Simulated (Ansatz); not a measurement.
One change: `CCCBS` becomes `CCCBO`.

Ansatz, PBE0-D4/def2-TZVP geometries, multiplicity 1. Each molecule was computed in one conformer, which needn't be the lowest.

```json
{"property": "LUMO energy (PBE0/def2-TZVPP) / eV", "`CCCBS`": "-0.71"}
{"property": "HOMO energy (B3LYP/def2-TZVPP) / eV", "`CCCBS`": "-7.79"}
{"property": "HOMO–LUMO gap (PBE/def2-TZVPP) / eV", "`CCCBS`": "5.20"}
{"property": "LUMO energy (ωB97M-V/def2-TZVPP) / eV", "`CCCBS`": "1.26"}
{"property": "HOMO–LUMO gap (B3LYP/def2-TZVPP) / eV", "`CCCBS`": "6.89"}
{"property": "HOMO–LUMO gap (PBE0/def2-TZVPP) / eV", "`CCCBS`": "7.33"}
```

**Question.** Give the same properties after the change, and the shifts. (Estimate.)

**Answer.** Ansatz gave: 
```csv
property,`CCCBO`,shift
LUMO energy (PBE0/def2-TZVPP) / eV,0.28,0.99
HOMO energy (B3LYP/def2-TZVPP) / eV,-8.09,-0.30
HOMO–LUMO gap (PBE/def2-TZVPP) / eV,6.12,0.92
LUMO energy (ωB97M-V/def2-TZVPP) / eV,2.14,0.88
HOMO–LUMO gap (B3LYP/def2-TZVPP) / eV,8.12,1.23
HOMO–LUMO gap (PBE0/def2-TZVPP) / eV,8.56,1.23
```

With PBE0 the HOMO falls by 0.23 eV and the LUMO rises by 0.99 eV, so the gap widens by about 1.22 eV. PBE moves the HOMO by 0.02 eV and ωB97M-V by -0.36 eV.

B3LYP here is the variant with VWN-RPA as its local correlation; programs differ in this.
